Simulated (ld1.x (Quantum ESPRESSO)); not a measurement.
**Ag (Z = 47) TM: all-electron and pseudo phase curves**

```
Element                 : silver (Ag)
Generator               : ld1.x (Quantum ESPRESSO) 7.5
Type                    : norm-conserving Troullier–Martins (Kleinman–Bylander form)
Functional              : PBE
Relativity              : scalar-relativistic
Frozen core             : [Ar] 3d10
Valence charge          : 19
Reference configuration : 4s2 4p6 4d10 5s1 5p0
Partial waves           : 4s (bound): rc 1.05 bohr; 4p (bound): rc 1.75 bohr; 4d (bound): rc 1.35 bohr
Local potential         : the d channel
Core correction         : Bessel-smoothed model core inside 1.05 bohr
```

Occupied shells without a wave of their own: 5s. They enter only through the test configuration that unscreens the potential, and ld1.x also counts them in the model core charge.

The phase is arctan(r·u′/u) with u = r·R(r), unwrapped; energies in Ry, scanned from -9 to 5 Ry. A pole is an energy at which the radial function vanishes at the test radius. The pseudo phase is shifted by a multiple of π to meet the all-electron one at the reference energy, and phase errors are pseudo minus all-electron; the curves can meet again beyond the range given. Levels narrower than the energy grid can be missing from the lists of poles.

| channel | radius (bohr) | reference energy (Ry) | poles, all-electron | poles, pseudo | unbroken range about the reference energy with phases within 0.05 rad | phase error 1 Ry above the reference energy (rad) |
| --- | --- | --- | --- | --- | --- | --- |
| s | 1.90 | -6.99 | -6.82 | -6.82 | the whole range | -0.000 |
| p | 1.90 | -4.30 | -3.96 | -3.96 | below 1.2 | -0.001 |
| d | 1.90 | -0.55 | 0.48 | 0.48 | the whole range | -0.000 |

ld1.x takes every shell without a wave as core, so the model core holds the 5s electrons as well and exchange and correlation see them twice. This cancels in the reference configuration, but the file is broken for other ones, and its errors say nothing about a proper core correction.

Phases in the s channel:

```
E (Ry)  all-electron  pseudo
 -9.00         1.352   1.352
 -8.52         1.334   1.334
 -8.04         1.302   1.301
 -7.56         1.209   1.209
 -7.08        -0.904  -0.905
 -6.60        -1.658  -1.658
 -6.12        -1.727  -1.727
 -5.64        -1.759  -1.759
 -5.16        -1.782  -1.782
 -4.68        -1.802  -1.802
 -4.20        -1.823  -1.823
 -3.72        -1.845  -1.845
 -3.24        -1.870  -1.870
 -2.76        -1.899  -1.900
 -2.28        -1.936  -1.937
 -1.80        -1.983  -1.984
 -1.32        -2.045  -2.048
 -0.84        -2.134  -2.138
 -0.36        -2.266  -2.274
  0.12        -2.478  -2.494
  0.60        -2.827  -2.859
  1.08        -3.319  -3.365
  1.56        -3.782  -3.823
  2.04        -4.089  -4.119
  2.52        -4.275  -4.298
  3.00        -4.393  -4.411
  3.48        -4.474  -4.489
  3.96        -4.532  -4.546
  4.44        -4.576  -4.589
  4.92        -4.611  -4.624
```
